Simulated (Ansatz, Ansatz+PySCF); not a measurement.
```xyz
2

Al    0.0000    0.0000    0.0000
Al    0.7648    1.0198    2.2079
```

Basis set: 6-31G (spherical functions). Left uncorrelated: 10 orbitals. Charge 0, multiplicity 1.

Computed with Ansatz (development build ahead of 0.2.0); the reference of a correlated method needn't be the lowest determinant of its kind. Restricted open shells among the atoms or ions are ROHF, correlated in semicanonical orbitals with singles.

The atomization energy at this shape (free ground-state atoms in the same class of orbitals less the molecule, no zero-point energy) of singlet Al₂:

| method | atomization energy |
| --- | --- |
| UHF-CCSD(T) | 71.8 kJ/mol |
| UHF-CCSD | 59.3 kJ/mol |
| full CI (lowest root of this spin) | 43.3 kJ/mol |
| RHF-CCSD | 26.7 kJ/mol |

Task: What does RHF-CCSD(T) give?

Result: 34.1 kJ/mol. Caution: another spin multiplicity may lie lower. Caution for UHF-CCSD(T), UHF-CCSD: a plain start can end on a higher determinant; large amplitudes, a single reference is doubtful; the program doubts this total; the reference determinant was not shown to be the lowest; the unrestricted determinant is a mixture of spin states. Caution for UHF-CCSD(T), UHF-CCSD, RHF-CCSD(T), RHF-CCSD: the determinant is a saddle point. Caution for RHF-CCSD(T), RHF-CCSD: an unrestricted determinant lies well below.

This basis has no polarisation functions and is too small for such energies, which can lie far from measured ones in either direction.
